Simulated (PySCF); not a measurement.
# Stationary points of TaON

Computed with PBE0/[Ta def2-TZVP with ECP60, O def2-TZVP, N def2-TZVP], scalar-relativistic core potentials, density fitting, no spin–orbit coupling, PySCF.

Relaxations began from a few typed shapes. The search is not exhaustive: other isomers or separated fragments can lie lower, and high-lying points may rest on an excited occupation.

| spin | group | bonds | angles | imaginary modes (cm⁻¹) | ΔE (kJ/mol) | ΔE with ZPE (kJ/mol) |
| --- | --- | --- | --- | --- | --- | --- |
| singlet | Cs | Ta–N 1.706 Å, Ta–O 1.748 Å | N–Ta–O 105.0° | none | 0.0 | 0.0 |
| singlet | C∞v | Ta–N 1.692 Å, Ta–O 1.877 Å | N–Ta–O 180.0° | 338i, 338i | 294.2 | – |

The lowest minimum found is the singlet Cs: Ta–N 1.706 Å, Ta–O 1.748 Å; N–Ta–O 105.0°.

Formally Ta is in oxidation state +5, d0. The polar-tensor charge on Ta, 1.44, is far below the formal one.

For the lowest minimum: spin–orbit coupling, left out here, can matter for elements this heavy.
